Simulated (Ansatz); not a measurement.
Stepwise reaction of `O[SiH](O)S[SiH2]Cl` with hydrogen, as a gas-phase model of exchange steps in deposition or etching. ΔE in kJ/mol.

Calculated with Ansatz (gas phase, PBE0-D4/def2-TZVP geometries, no zero-point term in ΔE). CCSD(T)/CBS is the MP2 limit (def2-TZVPP, def2-QZVPP) plus CCSD(T) − MP2 in def2-TZVPP, frozen cores. This one scheme is used for every species. DFT in def2-TZVPP. B3LYP here is the variant with VWN-RPA as its local correlation; programs differ in this. One conformer a species, not always the lowest.

```
step                                           reaction  PBE-D4  B3LYP-D4  ωB97M-V  CCSD(T)/CBS
   2  `O[SiH2]S[SiH2]Cl` + H₂ → `[SiH3]S[SiH2]Cl` + H₂O    77.0      83.0     82.8         79.0
```

Problem. Give the row of step 1, `O[SiH](O)S[SiH2]Cl` + H₂ → `O[SiH2]S[SiH2]Cl` + H₂O. (Estimate.)

Solution. Computed: 
```json
{"step": "1", "reaction": "`O[SiH](O)S[SiH2]Cl` + H₂ → `O[SiH2]S[SiH2]Cl` + H₂O", "PBE-D4": "85.5", "B3LYP-D4": "90.6", "ωB97M-V": "91.8", "CCSD(T)/CBS": "89.1"}
```

Problem. By hand: ΔE of the 2 steps together at CCSD(T)/CBS.

Solution. (89.1) + (79.0) = 168.1 kJ/mol, or 84.0 kJ/mol a step.

In ΔE each step is lower than the one before. All are uphill at CCSD(T)/CBS. PBE-D4 differs from CCSD(T)/CBS by -3.6 to -2.0 kJ/mol a step. Isolated molecules leave out the surface, adducts and barriers. Largest T1 diagnostic: 0.011.
